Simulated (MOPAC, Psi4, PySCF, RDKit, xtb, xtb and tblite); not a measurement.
Two geometries of SMILES C(CCc1occc1)#N, relaxed at GFN2-xTB with one dihedral held; other torsions can differ between them too.

Structure A

```
16

N     -2.0697     2.1779     0.6953
C     -2.0630     1.0640     0.4410
C     -2.0437    -0.3364     0.0998
C     -0.9973    -0.6134    -0.9898
C      0.3836    -0.2897    -0.5183
C      1.4847     0.1427    -1.1953
C      2.5128     0.2861    -0.2307
C      1.9585    -0.0647     0.9583
O      0.6708    -0.4156     0.7955
H     -1.8039    -0.9079     1.0002
H     -3.0392    -0.6247    -0.2485
H     -1.0565    -1.6723    -1.2646
H     -1.2106    -0.0229    -1.8829
H      1.5559     0.3361    -2.2460
H      3.5182     0.6094    -0.4048
H      2.3527    -0.1031     1.9539
```

Structure B

```
16

N     -2.2937     2.1588     0.7013
C     -2.1712     1.0508     0.4489
C     -2.0332    -0.3440     0.1168
C     -0.9893    -0.5616    -0.9939
C      0.3978    -0.2637    -0.5298
C      0.9768     0.8695    -0.0394
C      2.3275     0.5375     0.2314
C      2.4689    -0.7683    -0.1162
O      1.3069    -1.2635    -0.5771
H     -1.7445    -0.8896     1.0194
H     -3.0093    -0.7096    -0.2150
H     -1.0220    -1.6042    -1.3149
H     -1.2408     0.0721    -1.8491
H      0.5025     1.8170     0.1137
H      3.0813     1.1859     0.6279
H      3.3075    -1.4350    -0.0866
```

Question: Which is lower in energy at the level B3LYP-D3(BJ)/def2-SVP // GFN2-xTB in Psi4, and by how much?

Answer: B is lower, by 1.65 kJ/mol (dihedral C3–C4–C5–O9: 30° in A, 120° in B).

E(B) − E(A) in kJ/mol at the other levels, on the same two geometries: GFN2-xTB (xtb and tblite) -2.06; MMFF94 // GFN2-xTB (RDKit) -2.12; B3LYP/def2-SVP // GFN2-xTB (Psi4) -0.79; PBE/def2-SVP // GFN2-xTB (Psi4) -1.91; PBE-D3(BJ)/def2-SVP // GFN2-xTB (Psi4) -2.37; UFF // GFN2-xTB (RDKit) 1.36; AM1, restricted, heats of formation // GFN2-xTB (MOPAC) -2.60; PM3, restricted, heats of formation // GFN2-xTB (MOPAC) -3.84; GFN1-xTB // GFN2-xTB (xtb) -0.31; restricted B3LYP/6-31G*, spherical d, density fitting // GFN2-xTB (PySCF) -2.00; restricted B3LYP/6-311+G**, spherical d, density fitting // GFN2-xTB (PySCF) -1.24; restricted MP2 (frozen core)/3-21G // GFN2-xTB (PySCF) 0.54; restricted B3LYP/3-21G, density fitting // GFN2-xTB (PySCF) -0.13.
